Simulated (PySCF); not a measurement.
Excitation energy of I²⁺ by level of theory

I²⁺ [Kr] 4d10 5s2 5p3 (4S) → I²⁺ [Kr] 4d10 5s1 5p4 (4P), as a difference of total energies. Computed with PySCF 2.14 in aug-cc-pwCVTZ-DK3 with one added diffuse shell each of s, p, d, f type (11s10p8d5f1g, 125 functions), with the spin-free X2C one-electron Hamiltonian (Gaussian nucleus). Correlated levels: valence: [Kr] 4d10 frozen; valence and next inner shell: [Ar] 3d10 frozen. The calculations carry no spin-orbit coupling.

```csv
method,excitation energy (eV)
UHF,11.107
LDA,11.576
PBE,11.426
PBE0,11.393
r2SCAN,11.159
TPSSh,11.312
B97-3,11.478
LC-wPBE,11.449
MP2 (valence),11.059
SCS-MP2 (valence),11.049
MP2 (valence and next inner shell),11.495
SCS-MP2 (valence and next inner shell),11.396
```

Task: How much does correlation contribute at MP2 (valence and next inner shell)?

Result: 11.495 − (11.107) = 0.388 eV, measured against UHF.

A first-order spin-orbit estimate (lowest level to lowest level, LS coupling) adds -0.395 eV.
